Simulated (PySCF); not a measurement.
An unknown shows these calculated signals:

¹H NMR (500 MHz, computed): δ 7.56 (m, 1H), 6.91 (m, 1H), 6.10 (m, 1H), 5.90 (m, 1H), 5.67 (m, 1H), 5.10 (d, 2H).

¹³C{¹H} NMR (computed): δ 142.2 (CH), 140.4 (CH), 136.8 (C), 130.5 (C), 128.5 (CH2), 116.9 (CH), 59.1 (CH2).

How the numbers were obtained: geometry from GFN2-xTB, shieldings: GIAO PBE0/pcSseg-1, in PySCF 2.14 (in vacuum, one averaged value for each set of equivalent atoms, non-relativistic Hamiltonian, one conformer).

Chemical shifts δ = σref − σ; ¹H and ¹³C vs TMS, all at this level.

Question: Which of these does the molecule contain: a CF3 group, a methoxy group, a vinyl group CH=CH2, a heteroaromatic ring, a Si–CH3 group, an ester?

Answer: 
- A CF3 group: yes (δC 130.5).
- A methoxy group: no.
- A vinyl group CH=CH2: yes (δC 128.5, 142.2; δH 5.67 (m), 5.90 (m), 6.10 (m)).
- A heteroaromatic ring: yes.
- A Si–CH3 group: no.
- An ester: no.

The data belong to SMILES C=CCn1nccc1C(F)(F)F, C7H7F3N2; they needn't prove each group on their own.

Carbon signals by region: 6 in the sp2 and nitrile region (100–160 ppm), 1 at 50–100 ppm.

Splittings by ¹⁹F in the carbon and heteronuclear signals aren't shown, as no couplings were computed. Shifts are as computed. Against solution values, carbons near 30 ppm lie about +3 ppm off and those near 130 ppm about +5 ppm. Of 1211 compounds with measured shifts, 218 miss one by over three times the rms of a fit or turn the order of signals round; such compounds aren't used in these exercises. No couplings were computed; multiplicities are counted from neighbouring protons, with m where these are inequivalent, close in shift, in a saturated or five-membered ring or joined by F or P, and br s for small geminal =CH2 splittings.
